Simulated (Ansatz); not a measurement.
Molecule: LaI₂, net charge 0, doublet state. The spin state was set by rule; other spins were not relaxed. SMILES: [I][La][I]
Geometry: optimised at B3LYP-D3(BJ)/def2-TZVP (Ansatz, a quantum-chemistry and plane-wave program).

Wanted: atomisation energy (electronic, to ground-state atoms), in eV. Cores are frozen in the correlated levels unless marked. Open shells are spin-unrestricted. Spin-orbit coupling is left out. The frozen core is the preceding noble-gas configuration, with the filled d and f shells of earlier blocks. Past Kr the def2 sets carry scalar-relativistic core potentials. 

| level | program | atomisation energy (eV) |
|---|---|---|
| RI-HF/def2-TZVPP | Ansatz | 6.39 |
| PBE-D4/def2-TZVPD | Ansatz + dftd4 | 8.17 |
| revPBE-D3(BJ)/def2-TZVPD | Ansatz + dftd3 | 7.87 |
| r2SCAN-D3(BJ)/def2-TZVPD | Ansatz + dftd3 | 8.10 |
| B97M-V/def2-TZVPD | Ansatz | 7.86 |
| PBE0/def2-SVP | Ansatz | 8.00 |
| PBE0-D4/def2-TZVP | Ansatz + dftd4 | 8.12 |
| PBE0/def2-TZVP | Ansatz | 8.00 |
| PBE0/def2-TZVPD | Ansatz | 8.01 |
| PBE0/def2-QZVPP | Ansatz | 8.05 |
| BHLYP-D3(BJ)/def2-TZVPD | Ansatz + dftd3 | 7.94 |
| r2SCANh-D4/def2-TZVPD | Ansatz + dftd4 | 8.05 |
| r2SCANh/def2-TZVPD | Ansatz | 8.02 |
| HSE06/def2-TZVPD | Ansatz | 8.01 |
| CAM-B3LYP/def2-TZVPD | Ansatz | 7.73 |
| B2PLYP-D4/def2-TZVPD | Ansatz + dftd4 | 7.89 |
| RI-MP2/def2-TZVPP | Ansatz | 8.13 |
| RI-MP2/def2-TZVPPD | Ansatz | 8.14 |
| CCSD(T)/def2-SVP | Ansatz | 7.40 |
| CCSD(T)/def2-TZVPPD | Ansatz | 7.76 |
